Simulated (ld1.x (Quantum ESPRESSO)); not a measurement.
# What the settings do to the PAW potential of Tc

Base potential:

```json
{"Element": "technetium (Tc)", "Generator": "ld1.x (Quantum ESPRESSO) 7.5", "Type": "PAW", "Functional": "PBE", "Relativity": "scalar-relativistic", "Frozen core": "[Kr]", "Valence charge": "7", "Reference configuration": "4d5.5 5s1.5 5p0", "Partial waves": "5s (bound): rcut 3.05, rcutus 3.45 bohr; 5s channel at 0.05 Ry: rcut 3.05, rcutus 3.45 bohr; 5p (bound, empty): rcut 3.10, rcutus 4.00 bohr; 5p channel at 3.25 Ry: rcut 3.10, rcutus 4.00 bohr; 4d (bound): rcut 1.30, rcutus 1.55 bohr; 4d channel at -0.05 Ry: rcut 1.30, rcutus 1.55 bohr", "Local potential": "all-electron potential smoothed inside 1.40 bohr (lloc = -1)", "Core correction": "Bessel-smoothed model core inside 1.40 bohr", "Augmentation charge": "PSQ, radius 1.40 bohr"}
```

All-electron outer shells of the reference configuration (PBE, scalar-relativistic, ld1.x):

| shell | level (eV) | outermost node (bohr) | outermost maximum (bohr) |
| --- | --- | --- | --- |
| 4s | -71.79 | 0.50 | 0.95 |
| 4p | -43.83 | 0.51 | 1.03 |
| 4d | -5.52 | 0.50 | 1.29 |
| 5s | -4.59 | 1.28 | 2.79 |
| 5p | -1.18 | 1.46 | 3.86 |

Cutoffs, loose and tight: the cutoffs (Ry, on a coarse ladder) from which the occupation-weighted sum of valence levels, in a spherical-Bessel basis at the reference potential, stays within 10 and 1 mRy of its value at 400 Ry. They do not see the model core or the augmentation charge, which bear on the density cutoff. Test errors are all-electron minus pseudo excitation energies from the reference, over the configurations 4d5 5s2 5p0; 4d5 5s1 5p0; 4d5 5s0 5p0; 4d5 5s0 5p2; 4d3 5s0 5p0; 4d4 5s0 5p0; 4d5 5s1 5p1. A dash means not determined; rows that change the core or the reference have their own tests.

A true bound ghost makes a file unfit for plane-wave use even where its test errors are small: the radial tests pick states by their node count and pass the ghost by.

Cutoffs are not given where the Bessel-basis levels miss the radial ones by over 6 mRy, ghosts where they miss by over 20 mRy; a channel whose overlap is not positive is not tested.

A file whose overlap is not positive is unfit for use, and its test errors describe a broken file.

```tsv
change	outcome	bound ghosts	largest test error (meV)
base	generated, overlap not positive	not determined (overlap not positive)	-1144
waves 5s (bound): rcut 2.16, rcutus 2.30 bohr; 5s channel at 0.05 Ry: rcut 2.16, rcutus 2.30 bohr	failed: new_paw_hamiltonian: negative rho	–	–
waves 5s (bound): rcut 3.05, rcutus 3.28 bohr; 5s channel at 0.05 Ry: rcut 3.05, rcutus 3.28 bohr	generated, overlap not positive	not determined (overlap not positive)	-1144
waves 5s (bound): rcut 3.05, rcutus 4.00 bohr; 5s channel at 0.05 Ry: rcut 3.05, rcutus 4.00 bohr	generated, overlap not positive	not determined (overlap not positive)	-1144
waves 5s (bound): rcut 3.05, rcutus 4.48 bohr; 5s channel at 0.05 Ry: rcut 3.05, rcutus 4.48 bohr	generated, overlap not positive	not determined (overlap not positive)	-1144
waves 5s (bound): rcut 3.05, rcutus 4.98 bohr; 5s channel at 0.05 Ry: rcut 3.05, rcutus 4.98 bohr	failed: new_paw_hamiltonian: negative rho	–	–
```

Q: What comes out with this change to the base: waves 5s (bound): rcut 2.70, rcutus 2.86 bohr; 5s channel at 0.05 Ry: rcut 2.70, rcutus 2.86 bohr?

A: outcome: generated, overlap not positive; bound ghosts: s (p not tested, overlap not positive); largest test error (meV): -1144. A file whose overlap is not positive is unfit for use, and its test errors describe a broken file.

Reading the sweep of the s radius (base included, trends over the rows without a ghost): Bound ghosts are found at 2.86 bohr. Every judged row has one, so this setting neither creates nor removes them. The generation fails at 2.3, 4.98 bohr.
